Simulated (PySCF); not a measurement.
**Vibration and rotation of PbCl⁺**

RHF-CCSD(T) constants of PbCl⁺, ¹Σ⁺ (singlet), closed shell (PySCF, scalar-relativistic core potentials, basis sets Pb def2-SVPD with ECP60, Cl def2-SVPD; masses 207.9766 and 34.9689 u):

```
ωe   : 370.9 cm⁻¹
ωexe : 0.89 cm⁻¹
Be   : 0.096288 cm⁻¹
αe   : 0.000318 cm⁻¹
```

Q: What force constant and bond length do these constants imply?

A: Reduced mass μred = 29.936 u; k = 5.8918×10⁻⁷·μred·ωe² (u, cm⁻¹, mdyn/Å) = 2.43 mdyn/Å; Re = √(16.8576/(μred·Be)) (u, cm⁻¹, Å) = 2.418 Å.

Q: Estimate the centrifugal constant D from the Kratzer relation and find the Dunham coefficient a1.

A: D = 4Be³/ωe² = 2.6e-08 cm⁻¹; a1 = −1 − αeωe/(6Be²) = -3.12.

Correlated steps freeze 9 core orbitals. These are scalar-relativistic numbers at best; spin–orbit coupling would shift them, the dissociation energy most.
